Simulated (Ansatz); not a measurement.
`NB(N)F` + H₂O → `NB(O)F` + NH₃  (formal hydrolysis of a B–N bond)

Computed with Ansatz on PBE0-D4/def2-TZVP structures; ΔE is electronic, products minus reactants. CBS: MP2 limit from def2 TZ/QZ plus the TZ coupled-cluster correction, frozen cores. This one scheme is used for every species. DFT in def2-TZVPP. Each species was taken in one conformer, which may not be the lowest.

```tsv
level	ΔE (kcal/mol)
revPBE	-6.0
r2SCANh	-6.2
SCS-MP2/def2-QZVPP	-5.7
CCSD/CBS(def2)	-5.4
```

Problem. What does CCSD(T)/CBS give? (Best estimate.)

Solution. Computed: -5.4 kcal/mol. The listed levels differ from it by -0.6, -0.8, -0.3, 0.0 kcal/mol.

Largest T1 diagnostic among the species: 0.011.

Leaving LDA and LC-ωPBE aside and taking each functional with its dispersion term where it has one, the values, not all of them listed here, spread over 2.0 kcal/mol, from B97M-V to revPBE-D4. In def2-TZVPP, CCSD(T) changes the Hartree–Fock value by +0.9 kcal/mol (the triples alone add −0.0 kcal/mol) and MP2 by +1.3 kcal/mol.
